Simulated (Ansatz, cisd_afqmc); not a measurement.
System: ICl, charge 1, doublet. ICl+ (parent SMILES ClI, doublet).
B3LYP-D3(BJ)/def2-TZVP minimum from Ansatz (a program for electronic structure):
```
Cl
I 1 2.2538
```
Charge +1, spin multiplicity 2.

Total energies in def2-TZVPP, 13 correlated electrons, 14 frozen orbitals. Open shells are spin-unrestricted; no spin-orbit coupling. Cores are frozen in correlated methods (noble-gas shells, and filled d and f shells in the p block). Past Kr the def2 sets carry scalar-relativistic core potentials. AFQMC is phaseless with a CISD trial state; ± is one standard error, without the phaseless bias. Outlying blocks are dropped, and bars are widened where a walk drifts. Over all cases where full CI ran beside it in this data, AFQMC minus full CI had a median of +0.1 mEh and passed +0.4 mEh in a tenth of the cases. Spin-orbit terms, left out, reach several kcal/mol for Br and I, and more for heavier atoms. The spin of ClI+ (parent SMILES ClI, doublet) was assumed, and the state is the lowest solution found for it.

```csv
method,program,energy (Eh),minus CCSDT(Q) (mEh)
HF,Ansatz,-755.81497,354.15
MP2,Ansatz,-756.11820,50.92
CCSD,Ansatz,-756.15075,18.37
CCSD(T),Ansatz,-756.16663,2.49
CCSDT(Q),Ansatz,-756.16912,0.00
AFQMC/CISD,cisd_afqmc,-756.1675 ± 0.0004,1.6 ± 0.4
```

Rough core times of Ansatz's runs on a shared machine: CCSD(T) 50 s, CCSDT(Q) 10 min.
